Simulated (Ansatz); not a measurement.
Consider the formal hydrolysis of a C–Si bond: `FC1([SiH2]S)BC1` + H₂O → `OC1(F)BC1` + `[SiH3]S`.

Program: Ansatz. Geometries: PBE0-D4/def2-TZVP. ΔE: electronic, gas phase. CCSD(T)/CBS adds triple-zeta CCSD(T) − MP2 to the extrapolated MP2 energy (def2 sets, frozen cores). This one scheme is used for every species. DFT in def2-TZVPP. B3LYP here is the variant with VWN-RPA as its local correlation; programs differ in this. One conformer a species, not always the lowest.

`FC1([SiH2]S)BC1`:

Cartesian coordinates in Å:
```
F -1.204 1.205 1.004
C -0.558 0.338 0.138
Si 0.979 -0.429 0.879
S 2.427 1.018 1.466
B -0.711 0.516 -1.370
C -1.403 -0.651 -0.688
H 1.509 -1.373 -0.141
H 0.649 -1.159 2.128
H 2.594 1.509 0.226
H -0.664 1.234 -2.309
H -1.132 -1.700 -0.639
H -2.487 -0.507 -0.695
```

H₂O:

```xyz
3

O    -0.349    0.084   -0.151
H     0.197    0.646    0.402
H     0.151   -0.729   -0.251
```

`OC1(F)BC1`:

Cartesian coordinates in Å:
```
O -1.460 0.831 0.204
C -0.309 0.385 -0.375
F -0.371 0.393 -1.750
B 1.049 0.592 0.318
C 0.410 -0.807 0.222
H -2.131 0.140 0.138
H 1.977 1.260 0.622
H 0.879 -1.510 -0.466
H -0.044 -1.283 1.088
```

`[SiH3]S`:

```xyz
6

Si   -0.367   -0.140   -0.352
S     0.954    1.177    0.691
H     0.376   -1.212   -1.062
H    -1.068    0.723   -1.332
H    -1.351   -0.768    0.566
H     1.457    0.220    1.490
```

Problem. Is it downhill or uphill in electronic energy at CCSD(T)/CBS, and by how much? (Estimate.)

Solution. Computed: Uphill: ΔE = +0.69 eV.

Problem. What do these levels give: PBE-D4, r2SCAN-D4, B2PLYP, B3LYP, MP2/def2-QZVPP, MP2/CBS(def2)? (Best estimate.)

Solution. Computed: PBE-D4 0.60, r2SCAN-D4 0.58, B2PLYP 0.56, B3LYP 0.47, MP2/def2-QZVPP 0.76, MP2/CBS(def2) 0.78 eV.

Largest T1 diagnostic among the species: 0.013.

The D4 term adds +0.11 eV with B3LYP and +0.06 eV with PBE0; it sums over pairs of atoms, weighted by their polarisabilities, and B3LYP, whose exchange is more repulsive, gets the larger term. In def2-TZVPP, CCSD(T) changes the Hartree–Fock value by +0.27 eV (the triples alone add +0.04 eV) and MP2 by +0.36 eV.
